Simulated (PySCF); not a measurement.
## Exercise with solution: oscillator strength and radiative lifetime

FH₅OSi₃, SMILES F[SiH]1[SiH2]O[SiH2]1.

Coordinates come from a PBE-D3(BJ)/def2-SVP optimisation. The structure was generated by enumeration, and PubChem lists no compound with its InChIKey, so it may never have been made.

TDA-LC-ωPBE/def2-SVPD run with PySCF puts the first singlet state with f over 0.02 at 5.88 eV (vertical), with the transition dipole (0.000, 0.000, 1.046) in atomic units.

Task: Find the oscillator strength, the wavelength and the radiative lifetime that this transition would have in vacuum if emission retraced absorption.

Result: 
|μ|² = 1.0941 au, so |μ| = 2.66 D. ΔE = 5.88/27.211 = 0.2161 hartree. f = (2/3) ΔE |μ|² = 0.158 (the program prints 0.158).
λ = 1239.84/5.88 = 211 nm; ν = 47425 cm⁻¹.
Einstein's coefficient A = 0.6670 ν² f s⁻¹ (ν in cm⁻¹) = 2.4e8 s⁻¹, so τ = 1/A = 4.2 ns. This state is S2; the lower singlet has f = 0.006. The figure is the radiative limit of this one transition; relaxation, internal conversion, crossing to triplets and a medium change what is measured.
